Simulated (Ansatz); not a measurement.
`[NH2][Y]([NH2])[NH2]` + `[OH][Ti]([OH])([F])[Cl]` → `[NH2][Y]([NH2])[OH]` + `[NH2][Ti]([OH])([F])[Cl]`  (redistribution)

Computed with Ansatz on PBE0-D4/def2-TZVP structures; ΔE is electronic, products minus reactants. CBS: MP2 limit from def2 TZ/QZ plus the TZ coupled-cluster correction, frozen cores. DFT in def2-TZVPP. B3LYP here is the variant with VWN-RPA as its local correlation; programs differ in this. Elements past krypton have def2 core potentials. For Ti, Y outer-core shells are correlated without core-valence functions, which leaves a few kJ/mol of doubt a bond. Scalar relativity is left out up to krypton. Each species was taken in one conformer, which may not be the lowest.

```tsv
level	ΔE (kJ/mol)	difference from CCSD(T)/CBS
LDA (SPW92)	-25.0	6.9
PBE0-D4	-26.0	5.9
CAM-B3LYP-D4	-30.1	1.8
revPBE	-21.4	10.5
BLYP	-24.7	7.2
B3LYP	-26.8	5.1
HF/def2-SVP	-36.8	-4.9
SCS-MP2/def2-TZVPP	-29.8	2.1
CCSD/def2-TZVPP	-28.1	3.8
HF/CBS(def2)	-27.1	4.8
CCSD(T)/CBS	-31.9	0
```

Largest T1 diagnostic among the species: 0.024, so the coupled-cluster value is less sure than usual.

From BLYP to BHLYP (50 % exact exchange), in def2-TZVPP and without D4, ΔE moves by −4.1 kJ/mol. Leaving LDA and LC-ωPBE aside and taking each functional with its dispersion term where it has one, the values, not all of them listed here, spread over 6.4 kJ/mol, from CAM-B3LYP-D4 to revPBE-D4.
